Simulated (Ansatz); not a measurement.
Ga(OH)2(OMe) (CH5GaO3), SMILES C[O][Ga]([OH])[OH]. Atoms are numbered in the order given.

```xyz
10

Ga     0.1185     0.2987     0.1626
O      1.1933     1.7085     0.1972
H      1.7666     1.7598    -0.5750
O     -1.0285    -0.0037     1.4810
H     -0.9884     0.6633     2.1742
O      0.1886    -0.8220    -1.2048
C     -0.6143    -1.9647    -1.3272
H     -1.2088    -1.9143    -2.2568
H      0.0162    -2.8698    -1.3860
H     -1.3184    -2.1013    -0.4865
```

The structure is a stationary point at PBE0-D3(BJ)/def2-SVP. The structure was generated by enumeration; whether it is a known compound was not checked. The values are those of a single conformer.

Two levels are set side by side: PBE-D3(BJ)/def2-SVP (Ansatz, a first-principles code) and PBE0-D3(BJ)/def2-SVP (Ansatz). Each level has its own optimised geometry; the coordinates shown are those of the second. Differences are taken from unrounded values.

```
quantity              PBE0-D3(BJ)
--------------------  -----------
mean bond length (Å)        1.329
bond Ga1–O2 (Å)             1.773
bond Ga1–O4 (Å)             1.773
bond Ga1–O6 (Å)             1.769
bond O6–C7 (Å)              1.402
bond O2–H3 (Å)              0.963
bond O4–H5 (Å)              0.963
bond C7–H8 (Å)              1.105
bond C7–H9 (Å)              1.105
bond C7–H10 (Å)             1.105
```

Task: What does PBE-D3(BJ) give, and how far is it from PBE0-D3(BJ)? (Estimate from the structure and the level; the computed values follow.)

Result: 
```json
[
 {"quantity": "mean bond length (Å)", "PBE-D3(BJ)": "1.344", "PBE-D3(BJ) minus PBE0-D3(BJ)": "0.015"},
 {"quantity": "bond Ga1–O2 (Å)", "PBE-D3(BJ)": "1.796", "PBE-D3(BJ) minus PBE0-D3(BJ)": "0.022"},
 {"quantity": "bond Ga1–O4 (Å)", "PBE-D3(BJ)": "1.796", "PBE-D3(BJ) minus PBE0-D3(BJ)": "0.023"},
 {"quantity": "bond Ga1–O6 (Å)", "PBE-D3(BJ)": "1.792", "PBE-D3(BJ) minus PBE0-D3(BJ)": "0.023"},
 {"quantity": "bond O6–C7 (Å)", "PBE-D3(BJ)": "1.418", "PBE-D3(BJ) minus PBE0-D3(BJ)": "0.016"},
 {"quantity": "bond O2–H3 (Å)", "PBE-D3(BJ)": "0.976", "PBE-D3(BJ) minus PBE0-D3(BJ)": "0.013"},
 {"quantity": "bond O4–H5 (Å)", "PBE-D3(BJ)": "0.975", "PBE-D3(BJ) minus PBE0-D3(BJ)": "0.013"},
 {"quantity": "bond C7–H8 (Å)", "PBE-D3(BJ)": "1.114", "PBE-D3(BJ) minus PBE0-D3(BJ)": "0.009"},
 {"quantity": "bond C7–H9 (Å)", "PBE-D3(BJ)": "1.114", "PBE-D3(BJ) minus PBE0-D3(BJ)": "0.009"},
 {"quantity": "bond C7–H10 (Å)", "PBE-D3(BJ)": "1.113", "PBE-D3(BJ) minus PBE0-D3(BJ)": "0.008"}
]
```

GGA bonds tend to be longer and softer than those of functionals with exact exchange. Differences between two approximate levels are no errors against the true value.
